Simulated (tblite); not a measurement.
C5H13O2Si, doublet, geometry from GFN2-xTB; tblite 0.6.0 with GFN1-xTB.

Here is a job for tblite.
```
$ tblite run mol.xyz --method gfn1 --charge 0 --spin 1 --grad --json tblite.json --no-restart

# file mol.xyz
21

C     -0.53608428     1.59741379    -1.87181813
Si    -0.11736644     0.93842841    -0.19522785
O     -1.02666715    -0.32203766     0.28778781
C     -2.41092301    -0.38594724     0.47464053
C     -2.77010341    -1.68109296     1.18858523
O      1.39656078     0.40061828    -0.35698788
C      2.18225323    -0.31463439     0.55532344
C      3.41189024    -0.86119726    -0.15467503
H     -1.55459834     1.74297786    -2.18475740
H      0.20253785     1.99901246    -2.53971618
H     -0.21631307     1.97910820     0.84676853
H     -2.74746741     0.47723964     1.06235511
H     -2.90876859    -0.34147202    -0.50223419
H     -2.43112153    -2.53190431     0.60340964
H     -2.28593384    -1.71538195     2.16122715
H     -3.84634796    -1.74637247     1.32358646
H      1.59647846    -1.13416246     0.98600211
H      2.48284490     0.35561608     1.37104260
H      3.98671879    -0.04329834    -0.58115987
H      3.10858626    -1.52598692    -0.95896810
H      4.03516911    -1.40927045     0.54689807
```

**Question.** Write the output that tblite gives for this input, abridged.

**Answer.** 
```
xTB calculator
 | screened Coulomb repulsion
 | Coulomb electrostatics
 |  * isotropic Klopman-Ohno-Mataga-Nishimoto electrostatics
 |  * onsite third-order electrostatics
 | DFT-D3(BJ) dispersion correction

halogen bonding energy    0.0000000000000E+00 Eh
repulsion energy          3.0517944488535E-01 Eh
dispersion energy        -7.7591738298253E-03 Eh
number of electrons       4.9000000000000E+01 e
integral cutoff           2.8146159136829E+01 bohr

------------------------------------------------------------
  cycle        total energy    energy error   density error
------------------------------------------------------------
      1     -28.69503012370  -2.8992450E+01   5.8381608E-01
      2     -28.90858166781  -2.1355154E-01   3.3276728E-01
      3     -28.90923283451  -6.5116671E-04   8.9119389E-02
      4     -28.91151953280  -2.2866983E-03   1.5529732E-02
      5     -28.91271069461  -1.1911618E-03   3.6026726E-03
      6     -28.91274484644  -3.4151831E-05   2.0481793E-03
      7     -28.91276919483  -2.4348394E-05   3.5968497E-04
      8     -28.91276985731  -6.6248049E-07   3.9370026E-05
      9     -28.91276986056  -3.2448462E-09   6.2122438E-06
------------------------------------------------------------

electronic energy        -2.9210190131615E+01 Eh
total energy             -2.8912769860560E+01 Eh

Post processing:
 | Mayer-Wiberg bond orders

[Info] Tight-binding results written to 'tblite.txt'
[Info] JSON dump of results written to 'tblite.json'
```
